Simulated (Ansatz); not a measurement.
Molecule: C₃H₂F₃, net charge 0, doublet state. SMILES: F/C=C/[C](F)F
Structure (B3LYP-D3(BJ)/def2-TZVP (Ansatz, a first-principles code) minimum search):
```
C
C 1 1.3620
F 2 1.3216 1 124.24
F 2 1.3237 3 111.49 1 -180.00
C 1 1.3783 2 124.65 3 -180.00
F 5 1.3448 1 118.73 2 -180.00
H 5 1.0786 6 114.11 1 -180.00
H 1 1.0818 2 116.57 3 0.00
```
Charge 0, spin multiplicity 2.

Quantity: atomisation energy, in kcal/mol. Set-up: 6-311+G** with 5d; no spin-orbit coupling; open shells spin-unrestricted; atomisation electronic, to ground-state atoms; non-relativistic; 6-31G* and kin with 6d, 5d where marked; LANL2DZ all-electron up to Ne. First-principles rows: single points at B3LYP-D3(BJ) geometries (Ansatz). A UHF reference is markedly spin-contaminated in at least one set, which strains HF and MP2.

```json
[
 {"level": "HF/STO-3G", "program": "Ansatz", "atomisation energy (kcal/mol)": "590.5"},
 {"level": "HF/3-21G", "program": "Ansatz", "atomisation energy (kcal/mol)": "506.1"},
 {"level": "HF/LANL2DZ", "program": "Ansatz", "atomisation energy (kcal/mol)": "464.9"},
 {"level": "HF/6-31G*", "program": "Ansatz", "atomisation energy (kcal/mol)": "551.1"},
 {"level": "HF/6-311+G**", "program": "Ansatz", "atomisation energy (kcal/mol)": "543.2"}
]
```

No value to compare with is used here. The 5 habitual levels span 464.9 (HF/LANL2DZ) to 590.5 kcal/mol (HF/STO-3G).

The sets are all those run for this method; left out are runs that failed, that the program found above a lower state of the same kind, or whose <S^2> lies over 0.5 above the pure value.
